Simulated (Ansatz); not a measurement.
`BC1(B)C[SiH2]1`, relaxed with RKS PBE-D4/def2-SVP in the Gaussian-basis code of Ansatz from a rough embedded geometry. The force threshold is 0.03 eV/Å; the program also tests the step.

The species carries charge 0 and has multiplicity 1.

Start:

```xyz
13

B    -0.899    1.231    0.796
C    -0.068    0.277   -0.084
B    -0.033    0.610   -1.613
C     1.194   -0.368    0.457
Si   -0.223   -1.561    0.323
H    -2.095    1.081    0.936
H    -0.416    2.178    1.295
H     0.791    1.300   -2.084
H    -0.980    0.251   -2.342
H     1.365   -0.048    1.546
H     1.987   -0.486   -0.206
H    -0.734   -1.943    1.645
H     0.111   -2.521   -0.671
```

```tsv
step	energy (eV)	largest force (eV/Å)	largest move (Å)
1	-11417.0861	3.810	0.000
2	-11417.7061	1.023	0.195
3	-11417.9676	0.633	0.200
4	-11418.1254	0.514	0.195
5	-11418.2180	0.407	0.200
6	-11418.2584	0.165	0.107
7	-11418.2932	0.351	0.198
8	-11418.2986	0.488	0.185
9	-11418.3172	0.494	0.200
10	-11418.3409	0.129	0.067
11	-11418.3419	0.162	0.029
12	-11418.3434	0.033	0.020
13	-11418.3435	0.017	0.013
```

End:

```xyz
13

B    -0.983    1.076    0.830
C     0.125    0.533   -0.097
B    -0.124    0.446   -1.617
C     1.378   -0.107    0.511
Si   -0.011   -1.342    0.348
H    -2.071    1.362    0.369
H    -0.781    1.212    2.028
H     0.765    0.080   -2.373
H    -1.215    0.736   -2.069
H     1.646    0.200    1.537
H     2.243   -0.246   -0.160
H    -0.893   -1.672    1.507
H    -0.079   -2.279   -0.814
```

It took 19 s on 4 threads of an Arm Neoverse V1 on a shared host, with 0.16 GiB of host memory at the peak.
